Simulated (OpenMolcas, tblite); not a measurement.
CH4AlIn (SMILES [CH2]1[AlH][InH]1): the vertical ionisation energy, rung by rung

CH4AlIn has 7 atoms, charge 0, and is taken as a singlet. SMILES: `[CH2]1[AlH][InH]1`. Geometry: relaxed at PBE0-D4/def2-TZVP.

Quantity: the vertical ionisation energy (to the doublet cation), in eV. The values are calculated.

```
                            level            kind     program  value (eV)  CPU time (all runs)
                        IPEA1-xTB  semi-empirical      tblite       11.81            under 2 s
    HF/def2-SVPD (core potential)    Hartree–Fock  OpenMolcas        6.22                 37 s
 SVWN5/def2-SVPD (core potential)             LDA  OpenMolcas        7.71                 88 s
revPBE/def2-SVPD (core potential)             GGA  OpenMolcas        7.41              2.1 min
 M06-L/def2-SVPD (core potential)        meta-GGA  OpenMolcas        7.37                3 min
r2SCAN/def2-SVPD (core potential)        meta-GGA  OpenMolcas        7.43              3.1 min
  PBE0/def2-SVPD (core potential)   global hybrid  OpenMolcas        7.43                2 min
```

Spin-orbit coupling, which can split open shells on such heavy atoms by tenths of an eV, is left out. The values span 6.22 to 11.81 eV. The xTB values lack the empirical shift that such differences need. CPU times are rough (shared hosts, several kinds of processor): they show what a rung costs within a factor of a few.
